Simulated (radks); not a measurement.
Sm3+, 59 electrons, occupied as [Xe] 4f5.

Method: scalar-relativistic Kohn-Sham, PBE, spin-polarised, spherical densities, finite nucleus; open shells are filled with parallel spins first (spin-orbit coupling, left out, can overturn this in heavy ions); Fermi nuclear charge, rms radius 5.0819 fm; computed with a radial shooting solver on a logarithmic mesh with Libxc functionals.

Energy parts (eV):
| part | energy |
|---|---|
| total | -283684.13 |
| kinetic | 303208.43 |
| electron-nucleus | -688781.59 |
| Hartree | 108269.45 |
| exchange-correlation | -6380.43 |

Orbitals (lengths in bohr, moments of r in powers of bohr; r(max) is where P^2 peaks):
| orbital | occ. | eigenvalue (eV) | r(max) |
|---|---|---|---|
| 1s down | 1 | -46702.81 | 0.01449 |
| 1s up | 1 | -46702.81 | 0.01449 |
| 2s up | 1 | -7657.783 | 0.08215 |
| 2s down | 1 | -7657.759 | 0.08215 |
| 2p up | 3 | -6834.762 | 0.06635 |
| 2p down | 3 | -6834.746 | 0.06635 |
| 3s up | 1 | -1703.328 | 0.2337 |
| 3s down | 1 | -1701.622 | 0.2336 |
| 3p up | 3 | -1445.987 | 0.2291 |
| 3p down | 3 | -1444.291 | 0.2290 |
| 3d up | 5 | -1097.262 | 0.1878 |
| 3d down | 5 | -1095.957 | 0.1877 |
| 4s up | 1 | -365.1751 | 0.5392 |
| 4s down | 1 | -360.9284 | 0.5391 |
| 4p up | 3 | -280.4722 | 0.5627 |
| 4p down | 3 | -276.2335 | 0.5624 |
| 4d up | 5 | -161.5515 | 0.5867 |
| 4d down | 5 | -157.3349 | 0.5863 |
| 5s up | 1 | -71.9989 | 1.242 |
| 5s down | 1 | -69.7093 | 1.254 |
| 5p up | 3 | -50.6979 | 1.396 |
| 5p down | 3 | -48.9870 | 1.414 |
| 4f up | 5 | -33.8513 | 0.6047 |
| 4f down | 0 | -30.0892 | 0.6066 |

The highest occupied level is 4f up at -33.851 eV. The density falls to 0.001 e/bohr^3 at r = 3.31 bohr. Summed over all electrons, <r^2> = 36.21 bohr^2, which gives a Langevin (diamagnetic) susceptibility term of -28.7 x 10^-6 cm^3/mol.
